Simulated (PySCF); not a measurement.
Si(Cl)3(OH) (Cl₃HOSi), SMILES O[Si](Cl)(Cl)Cl. Geometry optimised at PBE0-D3(BJ)/def2-SVP. One conformer was computed; it need not be the lowest.

### Question
Give the equilibrium geometry at PBE0-D3(BJ)/def2-SVP (PySCF confirms it by a frequency run) as a Z-matrix, and its point group. (The exact figures need the calculation; the answer reports its results.)

### Answer
This is not unique; one that fits is point group Cs.
```
Si
O 1 1.6342
H 2 0.9629 1 117.99
Cl 1 2.0295 2 106.73 3 180.00
Cl 1 2.0439 2 111.29 3 60.12
Cl 1 2.0439 2 111.29 3 -60.12
```
